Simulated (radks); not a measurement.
Values are calculated unless marked as measured or tabulated.
The mean radii <r> (bohr) of the occupied orbitals of an atom or ion are listed with their occupations. Code: a radial shooting solver on a logarithmic mesh with Libxc functionals. Model: Dirac Kohn-Sham, PBE, spin-unpolarised, spherical densities, point nucleus.

orbital  occ.      <r>
1s1/2       2  0.03111
2s1/2       2   0.1345
2p1/2       2   0.1141
2p3/2       4   0.1192
3s1/2       2   0.3683
3p1/2       2   0.3600
3p3/2       4   0.3709
3d3/2       4   0.3437
3d5/2       6   0.3472
4s1/2       2   0.9099
4p1/2       2   0.9747
4p3/2       4    1.005
4d3/2       4    1.302
4d5/2       5    1.319
6d3/2       1    10.84

Name the element and its charge. Open shells, if any, fill j = l - 1/2 first.

Answer. Z = 47, silver, charge +1: Ag+ in [Kr] 4d9 6d1. The 1s radius gives Z: for a bare nucleus <r> = (2 gamma + 1)/(2Z) with gamma = sqrt(1 - (Z/c)^2), 0.03062 bohr for Z = 47, and screening makes it slightly larger (0.03111 here). The occupations add up to 46, and the charge is Z minus that.
